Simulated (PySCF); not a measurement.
Ta(O)(OH)(NH2)2 (H5N2O2Ta), SMILES [NH2][Ta]([NH2])(=[O])[OH], multiplicity 1.

Geometry: PBE0-D3(BJ)/def2-SVP. The spin state was assumed, not searched. The def2 effective core potentials stand for the cores of Ta; spin–orbit coupling is left out. The values are those of a single conformer.

Two levels are set side by side: TDDFT-PBE/def2-SVPD (PySCF) and TDDFT-PBE0/def2-SVPD (PySCF). Vertical, same geometry. The lowest singlet is HOMO→LUMO 95 % with PBE and HOMO→LUMO+1 95 % with the other functional; states are paired by order. Differences are taken from unrounded values.

| quantity | TDDFT-PBE0 |
|---|---|
| lowest singlet excitation (eV) | 5.69 |
| lowest triplet excitation (TDA) (eV) | 5.32 |

Question: What does TDDFT-PBE give, and how far is it from TDDFT-PBE0? (The exact figures need the calculation; the answer reports its results.)

Answer: 
```json
[
 {"quantity": "lowest singlet excitation (eV)", "TDDFT-PBE": "5.04", "TDDFT-PBE minus TDDFT-PBE0": "-0.65"},
 {"quantity": "lowest triplet excitation (TDA) (eV)", "TDDFT-PBE": "4.75", "TDDFT-PBE minus TDDFT-PBE0": "-0.57"}
]
```

A lower first singlet is the usual sign of a functional without exact exchange. Differences between two approximate levels are no errors against the true value.

Rough cost on one machine, each run with all the roots and properties that it gave: TDDFT-PBE0 against TDDFT-PBE about 4 times.
